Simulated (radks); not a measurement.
Values are calculated unless marked as measured or tabulated.
Charge is removed step by step from the 5p level of W, starting from [Xe] 4f14 5d4 6s2. Level of theory: scalar-relativistic Kohn-Sham, LDA (Slater exchange, Perdew-Wang correlation), spin-unpolarised, spherical densities, finite nucleus; Fermi nuclear charge, rms radius 5.3658 fm (a radial shooting solver on a logarithmic mesh with Libxc functionals).

| removed (e) | E - E(0) (eV) | eigenvalue (eV) | E minus straight line (eV) |
|---|---|---|---|
| 0 | 0.000 | -43.390 | 0.000 |
| 0.25 | 11.180 | -46.179 | -1.113 |
| 0.5 | 23.078 | -49.129 | -1.508 |
| 0.75 | 35.731 | -52.218 | -1.147 |
| 1 | 49.171 | -55.429 | 0.000 |

Removing the whole electron costs 49.171 eV by Delta-SCF, against 43.390 eV from minus the eigenvalue at the starting occupation. Slater's transition state (half an electron removed) gives 49.129 eV. Integrating minus the eigenvalue over the occupation (Janak's theorem) gives 49.222 eV. In this scalar-relativistic scheme the density is built from large components alone, so the theorem holds only approximately. The mean slope of the eigenvalue, de/dn, is 12.0 eV per electron.
